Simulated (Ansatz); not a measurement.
A run for Ansatz (a first-principles code): U-PBE/def2-TZVPP on HfSe, 2S+1 = 3, a spin state set in the input, which need not be the lowest, a point of a bond scan (R = 2.339 Å). Elements past Kr take the def2 small-core potentials; no spin–orbit coupling.

Ansatz 0.2 input:
```yaml
crystal:
  periodic: [false, false, false]
  atoms:
    - {symbol: Hf, position_ang: [0.00000000, 0.00000000, 0.00000000]}
    - {symbol: Se, position_ang: [0.00000000, 0.00000000, 2.33944700]}
basis:
  gaussian:
    orbitals: def2-TZVPP
    pivot_positions_ang: [[0.00000000, 0.00000000, 0.00000000], [0.00000000, 0.00000000, 2.33944700]]
hamiltonian:
  xc: {name: PBE}
magnetization: {spin_polarized: true, initial_magnetization: 2}
output: {forces: true, orbitals: {seedname: ./end}}
```

Output:

```
WARN ansatz: RAYON_NUM_THREADS=1 ignored (pool sized by the plan → 1); use --threads N
Functional definition: PBE
integrals: 0.03 GiB planned
745 factors; their error is unknown
mean field: 0.34 GiB planned
mean field evaluation 1: about -66643.0507 eV, gradient 2.0e1 eV
mean field evaluation 2: about -66584.1145 eV, gradient 9.3e1 eV
mean field evaluation 4: about -66643.9244 eV, gradient 1.7e1 eV
mean field evaluation 8: about -66645.7768 eV, gradient 7.3e-2 eV
mean field evaluation 16: about -66645.7464 eV, gradient 6.9e-5 eV
mean field evaluation 32: about -66645.7464 eV, gradient 1.1e-5 eV
mean field evaluation 64: about -66644.9565 eV, gradient 7.5e-1 eV
mean field evaluation 96: about -66645.6555 eV, gradient 4.2e0 eV
mean field -66645.74643290 eV, -2449.1860072995 hartree, gradient 3.7e-6 eV, S^2 2.013705; 8 other end points of the search recorded, 0 dependent functions left out
the calculation of the forces begins
reference -66645.74646761 eV, -2449.1860085752 hartree; 24, 22 occupied and 80, 82 virtual orbitals, 745 factors
Total energy: -66645.74646761 eV, -2449.1860085752 hartree
Atom 0 at     0.000000     0.000000     0.000000 Å, force    -0.000000    -0.000000    -0.122188 eV/Å
Atom 1 at     0.000000     0.000000     2.339447 Å, force     0.000000     0.000000     0.122188 eV/Å
Dipole moment:     0.000000    -0.000000    -1.074886 e Å
```

The calculation finished and met its thresholds.

Cost: around 12 core-seconds (rough).
